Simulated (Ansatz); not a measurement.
Saddle point of GaNH₆O, closed shell (GaH₃O ([OH][GaH2]) + NH₃ → GaNH₄ ([NH2][GaH2]) + H₂O (still joined by a long Ga–O bond); bonds formed: O2–H5; dative contacts that become bonds: Ga1–N6; bonds broken: H5–N6; bonds weakened to dative contacts: Ga1–O2), PBE0-D4/def2-TZVP structure:

```
9
angstrom
Ga -0.6483 -0.7664 0.2811
O -0.8641 1.2160 -0.1054
H -1.1357 -1.5567 -0.9822
H -1.0363 -1.0188 1.7718
H 0.2757 0.9891 -0.1775
N 1.1704 -0.0276 0.0438
H -1.2560 1.4658 -0.9455
H 1.7724 0.0521 0.8520
H 1.7220 -0.3533 -0.7380
```

Energies are electronic, without zero-point energy. Barriers and step energies count from the start structure reached by relaxing down the imaginary mode; all methods use the PBE0-D4 structures, on which another method's saddle can fall below an end. Ansatz 0.2.0; basis: def2-TZVPP, with def2-QZVPP for the basis limit; cores frozen in the correlated methods. Filled d shells of the heavier atoms are correlated. The def2 sets are not built for correlating such inner shells, so the correlated values are less sure here. B3LYP uses VWN-RPA correlation. Extrapolation: Hartree–Fock as exp(−7.88 √X), correlation as X^−2.97.

```json
{"method": "SPW92", "barrier (eV)": "0.380", "step energy (eV)": "0.432"}
{"method": "PBE-D4", "barrier (eV)": "0.578", "step energy (eV)": "0.504"}
{"method": "BLYP-D4", "barrier (eV)": "0.673", "step energy (eV)": "0.540"}
{"method": "r2SCAN-D4", "barrier (eV)": "0.665", "step energy (eV)": "0.568"}
{"method": "B97M-V", "barrier (eV)": "0.817", "step energy (eV)": "0.602"}
{"method": "PBE0-D4", "barrier (eV)": "0.676", "step energy (eV)": "0.546"}
{"method": "B3LYP-D4", "barrier (eV)": "0.740", "step energy (eV)": "0.570"}
{"method": "r2SCAN0-D4", "barrier (eV)": "0.728", "step energy (eV)": "0.583"}
{"method": "BHLYP-D4", "barrier (eV)": "?", "step energy (eV)": "0.620"}
{"method": "CAM-B3LYP-D4", "barrier (eV)": "0.745", "step energy (eV)": "0.577"}
{"method": "wB97X-V", "barrier (eV)": "0.770", "step energy (eV)": "0.586"}
{"method": "wB97M-V", "barrier (eV)": "0.751", "step energy (eV)": "0.549"}
{"method": "B2PLYP", "barrier (eV)": "?", "step energy (eV)": "0.582"}
{"method": "PBE-QIDH", "barrier (eV)": "0.744", "step energy (eV)": "0.578"}
{"method": "RPA on PBE", "barrier (eV)": "?", "step energy (eV)": "0.569"}
{"method": "HF", "barrier (eV)": "1.150", "step energy (eV)": "0.720"}
{"method": "MP2", "barrier (eV)": "0.734", "step energy (eV)": "0.570"}
{"method": "CCSD", "barrier (eV)": "0.837", "step energy (eV)": "0.596"}
{"method": "CCSD(T)", "barrier (eV)": "0.775", "step energy (eV)": "0.573"}
```

Fill in the withheld barriers. (Judge from chemistry; the value comes from the calculation.)

By the calculation: RPA on PBE 0.757; BHLYP-D4 0.864; B2PLYP 0.763 eV. Each is the energy of the saddle less that of the start structure, by the same method.

For comparison, the barrier by CCSD(T) at an estimated basis limit (MP2 extrapolated from triple and quadruple zeta, plus CCSD(T) − MP2 in triple zeta) is 0.781 eV.

No T1 diagnostic of these runs exceeds 0.013.

Labels in which every atom is bracketed show which atoms are joined, not bond orders.

For scale, one of the runs: CCSD(T)/def2-TZVPP, 194 basis functions, launched by `ansatz run in.yaml --threads 4 --pin off --events-out ev --progress --plain --max-ram 9574MiB`. Time: 51 s of wall clock on 4 CPU threads of an Arm Neoverse V1; the host was shared. Peak host memory: 2.3 GiB.
